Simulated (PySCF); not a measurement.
A structure optimised at B3LYP-D3(BJ)/def2-SVP, used in a PySCF frequency run:

```xyz
19

Si     2.2913    -0.3171    -0.1781
F      2.2296    -1.8612     0.3702
N      0.9688     0.6140     0.3804
Ge    -0.8414     0.3200     0.0013
C     -1.7367    -0.1599     1.6805
C     -0.8868    -1.1596    -1.2828
C     -1.5967     1.9655    -0.7547
H      3.5570     0.2777     0.3267
H      2.2771    -0.4440    -1.6567
H      1.1433     1.1888     1.2017
H     -1.2904    -1.0756     2.0965
H     -1.6328     0.6479     2.4218
H     -2.8109    -0.3348     1.5121
H     -1.9282    -1.4565    -1.4792
H     -0.4232    -0.8671    -2.2367
H     -0.3433    -2.0276    -0.8799
H     -1.4973     2.7992    -0.0426
H     -1.0653     2.2338    -1.6802
H     -2.6652     1.8330    -0.9863
```

Problem. Write its SMILES and formula.

Solution. [CH3][Ge]([CH3])([CH3])[NH][SiH2]F, C3H12FGeNSi

Problem. What are its rotational constants (standard atomic weights)?

Solution. 2.4500, 0.87307, 0.83610 GHz
